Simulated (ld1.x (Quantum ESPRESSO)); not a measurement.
# W (Z = 74), PAW: configuration errors across variants

```json
{"Element": "W", "Generator": "ld1.x (Quantum ESPRESSO) 7.5", "Type": "PAW", "Functional": "PBE", "Relativity": "scalar-relativistic", "Frozen core": "[Kr] 4d10 4f14", "Valence charge": "14", "Reference configuration": "5s2 5p6 5d4 6s1.5 6p0 (charge +0.5)", "Partial waves": "5s (bound): rcut 1.35, rcutus 1.60 bohr; 6s (bound): rcut 1.35, rcutus 1.60 bohr; 5p (bound): rcut 1.70, rcutus 2.05 bohr; 6p (bound, empty): rcut 1.70, rcutus 2.05 bohr; 5d (bound): rcut 1.70, rcutus 2.05 bohr; 5d channel at 2.25 Ry: rcut 1.70, rcutus 2.05 bohr", "Local potential": "all-electron potential smoothed inside 1.45 bohr (lloc = -1)", "Core correction": "Bessel-smoothed model core, default radius (core density twice the valence density)", "Augmentation charge": "BESSEL, radius 1.30 bohr"}
```

All-electron excitation energies from the reference (eV): (1) 5s2 5p6 5d4 6s2 6p0 -3.633; (2) 5s2 5p6 5d4 6s1 6p0 5.251; (3) 5s2 5p6 5d4 6s0 6p0 20.930; (4) 5s2 5p6 5d4 6s0 6p2 5.627; (5) 5s2 5p6 5d4 6s0 6p1 10.704; (6) 5s2 5p6 5d4 6s1 6p1 0.862; (7) 5s2 5p5 5d4 6s2 6p0 45.309.

The default core radius of the base comes out at 0.85 bohr.

On the changes marked as counting shells twice: ld1.x takes every shell without a wave as core, so the model core holds the marked electrons as well and exchange and correlation see them twice. This cancels in the reference configuration, but the file is broken for other ones, and its errors say nothing about a proper core correction.

The overlap operator is not positive definite (basis up to 400 Ry) in “base”, “local potential all-electron potential smoothed inside 1.50 bohr (lloc = -1)”, “waves 5d (bound): rcut 1.70, rcutus 2.20 bohr; 5d channel at 2.25 Ry: rcut 1.70, rcutus 2.20 bohr”, “wave 5d channel at 2.25 Ry: rcut 1.70, rcutus 2.05 bohr becomes 5d channel at 1.05 Ry: rcut 1.70, rcutus 2.05 bohr”, “local potential all-electron potential smoothed inside 1.10 bohr (lloc = -1)”, “waves 5s (bound): rcut 1.35, rcutus 1.92 bohr; 6s (bound): rcut 1.35, rcutus 1.92 bohr”, “augmentation BESSEL, radius 1.40 bohr”, “core correction Bessel-smoothed model core inside 1.08 bohr”. Such files are unfit for use, however small their errors in these radial tests.

2 further variants failed, have other tests or too few solved ones, and are left out.

The file “type RRKJ; waves now 5p (bound): rc 2.05 bohr; 5d (bound): rc 2.05 bohr; 5s (bound): rc 1.60 bohr; local potential the s channel; rho0 0.02 (6s counted twice)” misses its own reference levels by 1.3 eV.

Errors AE − PS in meV (a dash: test not solved or not reliable):

| change | (1) | (2) | (3) | (4) | (5) | (6) | (7) | bound ghosts |
| --- | --- | --- | --- | --- | --- | --- | --- | --- |
| base | +1.5 | -1.6 | -5.2 | +7.1 | +2.7 | +1.8 | -74 | not determined (overlap not positive) |
| local potential all-electron potential smoothed inside 1.50 bohr (lloc = -1) | +1.6 | -1.5 | -3.8 | +12 | +6.3 | +2.7 | -54 | not determined (overlap not positive) |
| waves 5d (bound): rcut 1.70, rcutus 2.20 bohr; 5d channel at 2.25 Ry: rcut 1.70, rcutus 2.20 bohr | +1.4 | -1.7 | -5.3 | +6.8 | +2.6 | +1.8 | -60 | not determined (overlap not positive) |
| wave 5d channel at 2.25 Ry: rcut 1.70, rcutus 2.05 bohr becomes 5d channel at 1.05 Ry: rcut 1.70, rcutus 2.05 bohr | +1.4 | -1.6 | -5.2 | +7.5 | +2.8 | +1.8 | -72 | not determined (overlap not positive) |
| local potential all-electron potential smoothed inside 1.10 bohr (lloc = -1) | +1.2 | -1.8 | -7.3 | -1.2 | -2.5 | 0.0 | -70 | not determined (overlap not positive) |
| waves 5s (bound): rcut 1.35, rcutus 1.92 bohr; 6s (bound): rcut 1.35, rcutus 1.92 bohr | +1.4 | -1.6 | -4.8 | +6.1 | +2.2 | +2.1 | -100 | not determined (overlap not positive) |
| augmentation BESSEL, radius 1.40 bohr | +1.6 | -1.6 | -4.5 | +6.4 | +2.7 | +1.6 | -81 | not determined (overlap not positive) |
| type RRKJ; waves now 5p (bound): rc 2.05 bohr; 5d (bound): rc 2.05 bohr; 5s (bound): rc 1.60 bohr; local potential the s channel; rho0 0.02 (6s counted twice) | +583 | -770 | -2977 | -2129 | -2356 | -644 | +821 | none |
| core correction Bessel-smoothed model core inside 1.08 bohr | +1.4 | -1.6 | -5.6 | +5.6 | +1.8 | +1.5 | -76 | not determined (overlap not positive) |

Q: Give the same row for: waves 5p (bound): rcut 1.70, rcutus 2.58 bohr; 6p (bound): rcut 1.70, rcutus 2.58 bohr.

A: +1.6, -1.5, -4.0, 0.0, -0.8, +0.2, -97; bound ghosts: none.
